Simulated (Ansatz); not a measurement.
Consider the cleavage of the Si–Si bond: `F[SiH](F)[Si](F)(F)F` + `[SiH3]S` → `F[SiH](F)S[SiH3]` + `F[SiH](F)F`.

Calculated with Ansatz (gas phase, PBE0-D4/def2-TZVP geometries, no zero-point term in ΔE). CCSD(T)/CBS is the MP2 limit (def2-TZVPP, def2-QZVPP) plus CCSD(T) − MP2 in def2-TZVPP, frozen cores. Functionals use def2-TZVPP. B3LYP here is the variant with VWN-RPA as its local correlation; programs differ in this. One conformer a species, not always the lowest.

| level | ΔE (kJ/mol) | difference from CCSD(T)/CBS |
| --- | --- | --- |
| PBE-D4 | -90.0 | 16.7 |
| r2SCAN-D4 | -104.1 | 2.6 |
| B3LYP-D4 | -96.6 | 10.1 |
| ωB97M-V | -107.4 | -0.7 |
| B2PLYP | -101.9 | 4.8 |
| r2SCAN | -103.7 | 3.0 |
| B3LYP | -93.1 | 13.6 |
| HF/def2-TZVPP | -105.3 | 1.4 |
| MP2/def2-TZVPP | -115.8 | -9.1 |
| SCS-MP2/def2-TZVPP | -110.6 | -3.9 |
| CCSD/def2-TZVPP | -103.5 | 3.2 |
| CCSD(T)/def2-TZVPP | -104.6 | 2.1 |
| HF/def2-QZVPP | -105.4 | 1.3 |
| MP2/def2-QZVPP | -117.1 | -10.4 |
| HF/CBS(def2) | -105.4 | 1.3 |
| CCSD/CBS(def2) | -105.5 | 1.2 |
| CCSD(T)/CBS | -106.7 | 0 |

Largest T1 diagnostic among the species: 0.013.

The D4 term adds −3.5 kJ/mol with B3LYP and −1.7 kJ/mol with PBE0; it sums over pairs of atoms, weighted by their polarisabilities, and B3LYP, whose exchange is more repulsive, gets the larger term. From PBE to PBE0 (25 % exact exchange), in def2-TZVPP and without D4, ΔE moves by −7.4 kJ/mol.
